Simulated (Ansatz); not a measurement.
System: sum formula SiPH4, net charge 0, doublet state. It need not be the lowest isomer of its formula. 
Coordinates optimised at B3LYP-D3(BJ)/def2-TZVP (Ansatz, a first-principles code):
SMILES: [SiH2]P
```xyz
6

Si    -1.1104    -0.0895     0.2616
P      1.0764     0.1108    -0.2618
H     -1.9087     0.1796    -0.9665
H     -1.4426     0.9493     1.2757
H      1.1743    -1.1014    -0.9903
H      1.5769    -0.4366     0.9464
```
Charge 0, spin multiplicity 2.

Basis-set convergence of Hartree-Fock and CCSD(T) correlation energies (hartree) with Ansatz. Correlated levels leave the core frozen unless marked. UHF or UKS for open shells. Spin-orbit coupling is left out. No relativistic terms.

| basis | functions | E(HF) | E(corr, CCSD(T)) |
|---|---|---|---|
| def2-SVPD | 80 | -631.76484 | -0.27447 |
| def2-TZVPPD | 164 | … | … |

Task: Complete the blanks.

Result: 
- def2-TZVPPD, E(HF): -631.98108
- def2-TZVPPD, E(corr, CCSD(T)): -0.32381
